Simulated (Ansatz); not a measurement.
In3O10H11⁻, a hydroxylated oxide cluster. Charge -1, multiplicity 2. Geometry r2SCAN-D4/def2-SVP, that of the neutral singlet; atoms count from 1.

```xyz
24

In   -0.123    1.552   -1.138
In   -2.155   -0.141    0.606
In    1.376   -1.007    0.227
O     3.583   -0.309    0.599
O     1.389    0.002   -1.647
O     2.536   -2.661    0.327
O     0.416    3.065   -2.330
O    -1.559   -0.013   -1.497
O     0.774    0.925    0.750
O    -1.861    2.003    0.092
O    -4.020   -0.860    0.795
O    -0.620   -1.779    0.416
O    -1.122    0.249    2.376
H     3.846    0.228   -0.164
H     3.927   -1.210    0.435
H     1.400   -0.420   -2.516
H     2.055   -3.491    0.210
H    -0.314    3.699   -2.386
H    -1.175   -0.859   -1.771
H     0.121    0.866    1.523
H    -1.634    2.486    0.901
H    -4.504   -0.698   -0.027
H    -0.703   -2.366    1.183
H    -1.632    0.738    3.036
```

In the def2 sets In takes a core potential; there is no spin–orbit coupling. Single mean-field runs in def2-TZVP are fitted with def2-universal-jkfit. The highest occupied level of the charge -1 doublet lies above zero (up to 0.63 eV). By energy differences its removal costs 0.69 eV (vertical, to the charge 0 singlet, at PBE0-D4/def2-TZVP); self-interaction error and the lack of diffuse functions both raise the level.

(1) Estimate the Mulliken populations from the PBE0/def2-TZVP orbitals of Ansatz.

(2) Where does the spin sit?

(3) And the Mayer bond orders between bonded heavy atoms (over 0.3)?

## Answers

(1) 
```json
{"atom": "In1", "charge (e)": "0.91", "spin (α − β)": "0.23"}
{"atom": "In2", "charge (e)": "0.94", "spin (α − β)": "0.14"}
{"atom": "In3", "charge (e)": "0.96", "spin (α − β)": "0.29"}
{"atom": "O4", "charge (e)": "-0.58", "spin (α − β)": "-0.01"}
{"atom": "O5", "charge (e)": "-0.73", "spin (α − β)": "-0.03"}
{"atom": "O6", "charge (e)": "-0.74", "spin (α − β)": "0.02"}
{"atom": "O7", "charge (e)": "-0.67", "spin (α − β)": "0.02"}
{"atom": "O8", "charge (e)": "-0.70", "spin (α − β)": "-0.02"}
{"atom": "O9", "charge (e)": "-0.68", "spin (α − β)": "-0.02"}
{"atom": "O10", "charge (e)": "-0.69", "spin (α − β)": "-0.01"}
{"atom": "O11", "charge (e)": "-0.70", "spin (α − β)": "0.01"}
{"atom": "O12", "charge (e)": "-0.71", "spin (α − β)": "-0.03"}
{"atom": "O13", "charge (e)": "-0.73", "spin (α − β)": "-0.01"}
{"atom": "H14", "charge (e)": "0.31", "spin (α − β)": "0.05"}
{"atom": "H15", "charge (e)": "0.37", "spin (α − β)": "0.00"}
{"atom": "H16", "charge (e)": "0.24", "spin (α − β)": "0.08"}
{"atom": "H17", "charge (e)": "0.28", "spin (α − β)": "0.02"}
{"atom": "H18", "charge (e)": "0.28", "spin (α − β)": "0.01"}
{"atom": "H19", "charge (e)": "0.26", "spin (α − β)": "0.07"}
{"atom": "H20", "charge (e)": "0.30", "spin (α − β)": "0.07"}
{"atom": "H21", "charge (e)": "0.27", "spin (α − β)": "0.04"}
{"atom": "H22", "charge (e)": "0.29", "spin (α − β)": "0.01"}
{"atom": "H23", "charge (e)": "0.28", "spin (α − β)": "0.06"}
{"atom": "H24", "charge (e)": "0.26", "spin (α − β)": "0.03"}
```
Mulliken values and Mayer orders depend strongly on the basis.

(2) Summed by element: In 0.66, O -0.08, H 0.43, of 1 unpaired in all. Largest on single atoms: In3 0.29, In1 0.23, In2 0.14.

(3) In1–O5 0.36 (2.22 Å); In1–O7 0.90 (2.00 Å); In1–O8 0.45 (2.15 Å); In1–O9 0.42 (2.18 Å); In1–O10 0.48 (2.18 Å); In2–O8 0.43 (2.19 Å); In2–O10 0.41 (2.22 Å); In2–O11 0.89 (2.01 Å); In2–O12 0.40 (2.25 Å); In2–O13 0.64 (2.09 Å); In3–O5 0.47 (2.13 Å); In3–O6 0.79 (2.02 Å); In3–O9 0.53 (2.09 Å); In3–O12 0.43 (2.15 Å).
